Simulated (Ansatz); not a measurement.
```xyz
12

C     1.3566    0.0132   -0.0293
C     0.7336    1.2373   -0.0184
C    -0.7330    1.1837   -0.0253
C    -1.3997   -0.0477   -0.0141
C    -0.7171   -1.2376   -0.0352
C     0.7418   -1.1853   -0.0042
H     2.4791    0.0123   -0.0476
H     1.2939    2.1553    0.0015
H    -1.2833    2.1480    0.0302
H    -2.4381   -0.0013    0.0031
H    -1.2206   -2.1799    0.0363
H     1.2124   -2.1906    0.0144
```

Basis set: 6-31G (spherical functions). Correlated methods keep 6 orbitals frozen. Charge 0, multiplicity 1.

Computed with Ansatz (development build ahead of 0.2.0); each method stands on the lowest determinant of its kind that the runs found. Restricted open shells among the atoms or ions are ROHF, correlated in semicanonical orbitals with singles.

The atomization energy at this shape (free ground-state atoms in the same class of orbitals less the molecule, no zero-point energy) of singlet C₆H₆:

```json
{"method": "RHF", "atomization energy": "4075.8 kJ/mol"}
```

(1) What does RHF-MP2 give?

Results:

(1) 5060.8 kJ/mol. Caution: the shape is not the minimum.

This basis has no polarisation functions and is too small for such energies, which can lie far from measured ones in either direction.
